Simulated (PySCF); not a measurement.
**Do core-level shifts follow atomic charges?**

C₄H₅Br.
Z-matrix (Å and degrees, PBE0-D3(BJ)/def2-SVP geometry), rows numbered from 1:
```
Br
C   1  1.8652
C   2  1.3400  1  133.56
C   3  1.5126  2   92.21  1   179.98
C   2  1.5023  1  130.31  3  -179.99
H   3  1.0909  2  134.18  1     0.02
H   4  1.1023  3  115.44  2   115.80
H   4  1.1023  3  115.45  2  -115.73
H   5  1.1012  2  115.43  1    64.48
H   5  1.1012  2  115.43  1   -64.45
```

Binding energies: delta-SCF UKS SCAN, pcX-2 on the ionised atom, pcseg-1 elsewhere, spin-free X2C (PySCF). Charges: PBE0/pcSseg-1 ground-state density, for the ionised atom.

| atom | environment | C 1s (eV) | Mulliken (e) | IAO (e) | Hirshfeld (e) | ESP (e) |
| --- | --- | --- | --- | --- | --- | --- |
| C3 | alkene CH carbon | 290.32 | -0.077 | -0.165 | -0.056 | -0.082 |
| C4 | allylic carbon | 291.04 | -0.190 | -0.244 | -0.063 | -0.065 |
| C5 | allylic carbon | 291.05 | -0.123 | -0.256 | -0.070 | -0.122 |
| C2 | fully substituted alkene carbon | 291.41 | -0.132 | -0.088 | -0.014 | -0.097 |

Q: How well does each charge scheme correlate with the binding energies over these sites?

A: Hirshfeld: r = 0.49, slope 8.8 eV per e; IAO: r = 0.18, slope 1.1 eV per e; ESP: r = -0.27, slope -5.1 eV per e; Mulliken: r = -0.62, slope -6.1 eV per e. On 4 points no scheme stands out.

Q: The point-charge model writes a binding energy as kq + V + constant, with V the potential of the other atoms' charges at the site. What does it give with the Mulliken charges?

A: V = Σ 14.40 eV Å × q/r over all other atoms: -0.41 eV at C3, +2.71 eV at C4, +1.76 eV at C5, -0.50 eV at C2. Fitting binding energy − V to q gives k = 20.2 eV per e and leaves an rms residual of 1.10 eV, against 0.31 eV for the fit on q alone. The model has no term for differences in relaxation between sites.

Isolated species at its PBE0-D3(BJ)/def2-SVP geometry, gas phase.
